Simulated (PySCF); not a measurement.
A structure optimised at PBE-D3(BJ)/def2-SVP, used in a PySCF frequency run:

```
C
O 1 1.3634
H 2 0.9749 1 108.40
C 1 1.4110 2 122.43 3 0.00
H 4 1.1037 1 119.77 2 0.00
C 4 1.4112 5 120.00 1 180.00
C 6 1.3835 4 117.08 5 180.00
C 7 1.3861 6 125.10 4 0.00
H 6 1.1016 7 122.72 8 180.00
H 8 1.1016 7 122.48 6 180.00
C 8 1.4079 10 120.14 7 180.00
H 11 1.1004 8 121.29 10 0.00
```
Charge 0, spin multiplicity 2.

Q: Write its SMILES, formula and point group.

A: Oc1cc[c]cc1, C₆H₅O, Cs

Q: What are its rotational constants (standard atomic weights)?

A: 5.4864, 2.7566, 1.8347 GHz
